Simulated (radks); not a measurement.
Effect of the nuclear size on neutral tellurium, [Kr] 4d10 5s2 5p4. Method: Dirac Kohn-Sham, relativistic LDA (MacDonald-Vosko exchange, VWN5 correlation), spin-unpolarised, spherical densities, finite nucleus; open shells are shared between the two j in proportion to 2j + 1; Fermi nuclear charge, rms radius 4.7423 fm; computed with a radial shooting solver on a logarithmic mesh with Libxc functionals. The rms radius is varied about that value; shifts are against it.

| rms radius (fm) | total energy shift (eV) | density at nucleus (e/bohr^3) | 1s1/2 shift (meV) | 2s1/2 shift (meV) | 4p1/2 shift (meV) | 5s1/2 shift (meV) | 5p1/2 shift (meV) | 5p3/2 shift (meV) |
|---|---|---|---|---|---|---|---|---|
| 4.0831 | -1.36 | 2.31e+05 | -566 | -65.9 | 0.203 | -0.306 | 0.034 | 0.036 |
| 4.3819 | -0.764 | 2.283e+05 | -318 | -37.0 | 0.114 | -0.172 | 0.019 | 0.020 |
| 4.7423 | 0 | 2.253e+05 | 0.000 | 0.000 | 0.000 | 0.000 | 0.000 | 0.000 |
| 5.0458 | 0.682 | 2.23e+05 | 284 | 33.1 | -0.102 | 0.154 | -0.017 | -0.018 |
| 5.7666 | 2.44 | 2.181e+05 | 1020 | 118 | -0.365 | 0.550 | -0.061 | -0.064 |

Slopes of the eigenvalues against <r^2> in GHz/fm^2, as finite differences over the two radii next to the reference (eigenvalue slopes, not the field-shift constants of lines): 1s1/2 23300, 2s1/2 2710, 4p1/2 -8.36, 5s1/2 12.6, 5p1/2 -1.40, 5p3/2 -1.47.
